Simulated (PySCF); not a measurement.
C₂H₅ClF₂Si. Atoms are numbered in the order given.

```xyz
11

C     -1.8921     0.5043     0.2526
C     -0.8853    -0.5592    -0.0779
F     -0.8573    -0.7471    -1.4302
F     -1.2819    -1.7518     0.4746
Si     0.9175    -0.2877     0.5338
Cl     1.5765     1.5404    -0.1722
H     -1.5863     1.4625    -0.1889
H     -2.8683     0.2082    -0.1596
H     -1.9812     0.6228     1.3414
H      1.7757    -1.3716    -0.0075
H      0.9302    -0.2623     2.0211
```

Geometry optimised at PBE0-D3(BJ)/def2-SVP. This is a generated structure with no PubChem entry under its InChIKey; it may be hypothetical. The values are those of a single conformer.

Computed with PBE0-D3(BJ)/def2-SVP in PySCF 2.14.0.

Frequencies are harmonic and unscaled.

```tsv
mode	ν (cm⁻¹)	IR (km/mol)	moving atoms (share of kinetic energy)
1	60	2.3	F 31 %, Cl 23 %, Si 22 %, H 14 %, C 11 %
2	110	3.7	Cl 39 %, F 24 %, C 18 %, Si 11 %, H 9 %
3	209	1.3	H 37 %, F 28 %, C 26 %, Si 9 %
4	236	0.2	H 67 %, F 16 %
5	262	0.2	F 50 %, H 26 %, Cl 12 %, C 8 %
6	374	13.5	Si 38 %, F 32 %, H 18 %, C 12 %
7	398	7.2	F 40 %, H 29 %, C 22 %, Si 9 %
8	495	14.4	F 58 %, C 20 %, H 15 %
9	562	62.2	Si 49 %, Cl 41 %
10	596	30.9	H 61 %, Si 19 %, F 12 %
11	667	1.6	F 33 %, C 31 %, H 24 %, Si 10 %
12	698	1.2	H 94 %
13	853	245.3	H 85 %, Si 12 %
14	925	17.5	H 61 %, C 22 %, F 16 %
15	943	64.9	H 76 %, C 12 %
16	956	70.2	H 51 %, C 26 %, F 23 %
17	1172	104.3	C 66 %, H 22 %, F 12 %
18	1203	43.7	C 71 %, H 20 %, F 9 %
19	1222	71.5	C 69 %, H 22 %
20	1394	37.6	H 64 %, C 35 %
21	1448	6.1	H 96 %
22	1452	2.4	H 95 %
23	2266	71.6	H 97 %
24	2289	87.0	H 96 %
25	3072	1.8	H 97 %
26	3179	2.8	H 90 %, C 10 %
27	3190	1.5	H 90 %, C 10 %
```
